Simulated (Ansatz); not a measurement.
Consider the formal exchange of groups at the Si–Si bond: `N[SiH](F)[Si](N)(O)O` + `N[SiH2]F` → `N[Si@H](F)[Si@@H](N)F` + `N[SiH](O)O`.

Computed with Ansatz on PBE0-D4/def2-TZVP structures; ΔE is electronic, products minus reactants. CBS: MP2 limit from def2 TZ/QZ plus the TZ coupled-cluster correction, frozen cores. This one scheme is used for every species. DFT in def2-TZVPP. B3LYP here is the variant with VWN-RPA as its local correlation; programs differ in this. Each species was taken in one conformer, which may not be the lowest.

`N[SiH](F)[Si](N)(O)O`:

Z-matrix (Å, degrees):
```
Si
F 1 1.616
Si 1 2.343 2 108.3
N 1 1.704 2 114.4 3 118.8
H 1 1.487 2 104.5 3 -124.6
N 3 1.705 1 119.2 2 -38.2
O 3 1.647 1 111.2 2 -156.7
O 3 1.648 1 100.6 2 82.1
H 4 1.007 1 122.7 2 72.7
H 4 1.008 1 119.6 2 -78.4
H 6 1.006 3 120.9 1 52.7
H 6 1.007 3 119.5 1 -94.3
H 7 0.958 3 116.5 1 -43.0
H 8 0.961 3 116.3 1 -171.0
```

`N[SiH2]F`:

Cartesian coordinates in Å:
```
N 0.753 0.716 0.137
Si -0.402 -0.486 -0.176
F -1.668 -0.470 0.811
H 0.615 1.673 -0.143
H 1.410 0.638 0.894
H 0.238 -1.806 0.011
H -0.946 -0.266 -1.533
```

`N[Si@H](F)[Si@@H](N)F`:

Cartesian coordinates in Å:
```
N 1.856 0.481 0.589
Si 0.921 -0.907 0.267
F 1.016 -2.053 1.394
Si -1.296 -0.168 0.114
N -1.437 0.727 -1.324
F -1.554 0.700 1.452
H 1.571 1.140 1.295
H 2.853 0.496 0.449
H 1.472 -1.522 -0.967
H -2.363 -1.199 0.097
H -0.712 1.358 -1.625
H -2.327 0.948 -1.740
```

`N[SiH](O)O`:

Z-matrix (Å, degrees):
```
Si
O 1 1.639
O 1 1.639 2 116.1
N 1 1.714 2 107.1 3 -119.6
H 1 1.475 2 104.4 3 114.2
H 2 0.959 1 117.1 3 74.9
H 3 0.959 1 117.0 2 -75.2
H 4 1.008 1 119.6 2 171.6
H 4 1.008 1 119.6 2 -46.2
```

```csv
level,ΔE (kcal/mol),difference from CCSD(T)/CBS
PBE-D4,1.2,0.2
r2SCAN-D4,1.2,0.2
PBE0-D4,1.2,0.2
B3LYP-D4,1.4,0.4
ωB97X-V,1.1,0.1
ωB97M-V,1.1,0.1
B2PLYP,0.9,-0.1
r2SCAN,1.0,0.0
B3LYP,0.7,-0.3
MP2/def2-TZVPP,1.2,0.2
SCS-MP2/def2-TZVPP,1.1,0.1
CCSD(T)/def2-TZVPP,1.0,0.0
HF/def2-QZVPP,0.5,-0.5
HF/CBS(def2),0.5,-0.5
MP2/CBS(def2),1.2,0.2
CCSD/CBS(def2),0.9,-0.1
CCSD(T)/CBS,1.0,0
```

Largest T1 diagnostic among the species: 0.012.
